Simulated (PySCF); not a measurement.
**Vibration and rotation of LiGe**

UHF-CCSD(T) constants of LiGe, ⁴Σ⁻ (quartet), unpaired electrons σ ↑, π ↑↑ (Li aug-cc-pVDZ, Ge aug-cc-pVDZ-PP with ECP10; scalar-relativistic core potentials (PySCF 2.14); masses 7.0160 and 73.9212 u):

- ωe: 391.0 cm⁻¹
- ωexe: 1.74 cm⁻¹
- Be: 0.4571 cm⁻¹
- αe: 0.00528 cm⁻¹
- D (centrifugal): 2.5e-06 cm⁻¹
- De to Li + Ge: 1.67 eV

Problem. Give the vibrational terms G(v) and spacings up to v = 3.

Solution. G(v) = ωe(v+½) − ωexe(v+½)².

| v | G(v) (cm⁻¹) | G(v) − G(v−1) | Bv (cm⁻¹) |
| --- | --- | --- | --- |
| 0 | 195 |  | 0.4545 |
| 1 | 583 | 388 | 0.4492 |
| 2 | 967 | 384 | 0.4439 |
| 3 | 1347 | 381 | 0.4386 |

Problem. How well does the Morse estimate ωe²/(4ωexe) reproduce De, and what is D0?

Solution. It gives 2.72 eV, 163 % of the computed De. D0 = De − G(0) = 1.67 − 0.02 = 1.65 eV.

Correlated steps freeze 4 core orbitals. Correlated levels converge slowly with the basis: in double zeta they bind strong bonds too weakly, by up to about 1 eV, and carry superposition errors of some tenths. Spin–orbit coupling is left out. The state is the lowest determinant that a PBE0 search found; another state may lie lower at other levels.
